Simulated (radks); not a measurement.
Isoelectronic series with 20 electrons, all held in the configuration [Ar] 3d2, which need not be the ground one along the series. Method: Dirac Kohn-Sham, LDA (Slater exchange, Perdew-Wang correlation), spin-unpolarised, spherical densities, finite nucleus; open shells fill j = l - 1/2 first; Fermi nuclear charge, rms radius of each element as measured or else 0.836 A^(1/3) + 0.57 fm; computed with a radial shooting solver on a logarithmic mesh with Libxc functionals. Total energies (hartree) and mean radii <r> (bohr):

| ion | E (hartree) | 3d3/2 | 3p3/2 | 3p1/2 | 3s1/2 |
|---|---|---|---|---|---|
| Ag27+ | -4833.58121 | 0.2965 | 0.3349 | 0.3266 | 0.3400 |
| In29+ | -5304.33227 | 0.2800 | 0.3174 | 0.3088 | 0.3222 |
| Sb31+ | -5798.89871 | 0.2651 | 0.3015 | 0.2928 | 0.3060 |
| I33+ | -6317.62561 | 0.2518 | 0.2872 | 0.2781 | 0.2913 |
| Cs35+ | -6860.8858 | 0.2397 | 0.2741 | 0.2648 | 0.2778 |
| La37+ | -7429.0763 | 0.2287 | 0.2621 | 0.2525 | 0.2653 |
| Pr39+ | -8022.6257 | 0.2186 | 0.2511 | 0.2412 | 0.2539 |
| Pm41+ | -8641.9830 | 0.2094 | 0.2410 | 0.2308 | 0.2432 |
| Eu43+ | -9287.6218 | 0.2008 | 0.2316 | 0.2211 | 0.2333 |
| Tb45+ | -9960.1441 | 0.1930 | 0.2229 | 0.2121 | 0.2241 |
| Ho47+ | -10659.9989 | 0.1856 | 0.2147 | 0.2037 | 0.2155 |
| Tm49+ | -11387.8974 | 0.1788 | 0.2072 | 0.1958 | 0.2074 |
| Lu51+ | -12144.3836 | 0.1725 | 0.2001 | 0.1884 | 0.1998 |
| Ta53+ | -12930.3195 | 0.1665 | 0.1935 | 0.1815 | 0.1926 |
| Re55+ | -13746.3535 | 0.1610 | 0.1872 | 0.1749 | 0.1858 |
| Ir57+ | -14593.3119 | 0.1557 | 0.1814 | 0.1687 | 0.1794 |
| Au59+ | -15472.0876 | 0.1508 | 0.1758 | 0.1628 | 0.1733 |
